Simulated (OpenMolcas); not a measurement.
## How basis sets differ on CH5BN2 (SMILES NC1BN1)

CH5BN2: 9 atoms, total charge 0, spin state singlet. SMILES: `NC1BN1`. The coordinates come from a PBE0-D4/def2-TZVP relaxation. This is one conformer, not always the lowest.

Each level gives the HOMO–LUMO gap (eV). The values are calculated.

```csv
level,kind,program,value (eV),CPU time
HF/ANO-R0 (sfX2C),Hartree–Fock,OpenMolcas,15.10,4 s
HF/STO-3G,Hartree–Fock,OpenMolcas,17.33,3.1 s
HF/3-21G,Hartree–Fock,OpenMolcas,14.73,3.9 s
HF/6-31G (RICD fitting),Hartree–Fock,OpenMolcas,14.70,2.1 s
HF/cc-pVDZ,Hartree–Fock,OpenMolcas,14.32,12 s
```

The values span 14.32 to 17.33 eV. A Hartree–Fock LUMO above zero doesn't converge with the basis: it sinks as sets grow more diffuse. Orbital gaps aren't excitation energies. CPU times are rough (shared hosts, several kinds of processor and program).
